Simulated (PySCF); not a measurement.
# [WO3(OH)]− at several levels of theory

Computed with PySCF 2.14.0 (density fitting, no spin-orbit coupling) at the geometry relaxed with B3LYP:

```xyz
6
[WO3(OH)]− (singlet)
W     0.0121   -0.0121   -0.0525
O     0.9454    1.0785    0.9643
O    -1.0785   -0.9454    0.9643
O     1.0756   -1.0756   -0.9620
O    -1.0443    1.0443   -1.3221
H    -1.6692    1.6692   -0.9326
```

| level | basis | state | HOMO (eV) | gap (eV) | charge on W1 (e) | dipole about the centre of mass (D) | largest force component (eV/Å) |
| --- | --- | --- | --- | --- | --- | --- | --- |
| B3LYP | W def2-SVP with ECP60, O def2-SVP, H def2-SVP | singlet | -2.43 | 6.40 | 0.85 | 3.25 | 0.02 |
| BP86 | the same | singlet | -1.19 | 4.82 | 0.68 | 3.17 | 0.40 |
| M06-L | the same | singlet | -1.39 | 5.40 | 1.10 | 3.20 | 0.22 |
| HF | the same | singlet | -6.95 | 13.60 | 1.54 | 3.71 | 1.36 |
| B3LYP | W def2-TZVP with ECP60, O def2-TZVP, H def2-TZVP | singlet | -2.69 | 6.39 | 1.39 | 3.22 | 0.17 |
| B3LYP | W x2c-SVPall, O x2c-SVPall, H x2c-SVPall | singlet | -2.61 | 6.44 | 0.74 | 3.15 | 0.59 |

Charges are Mulliken's, which hang on the basis. The relaxation used the grid (50, 194), these runs (75, 302) or, all-electron (x2c bases, spin-free X2C Hamiltonian), (99, 590).

What does TPSSh with W def2-SVP with ECP60, O def2-SVP, H def2-SVP give here?

state singlet, HOMO (eV) -1.85, gap (eV) 5.87, charge on W1 (e) 0.89, dipole about the centre of mass (D) 3.24, largest force component (eV/Å) 0.15. Time: 4.3 s on 2 threads of Arm Neoverse V2 (shared host), from an already converged density.

In the first row's basis the gap widens with exact exchange: 4.8 to 5.4 eV for BP86, M06-L (none); 5.9 to 6.4 eV for TPSSh, B3LYP (a fixed share); 13.6 eV for Hartree–Fock (rising or full at long range).
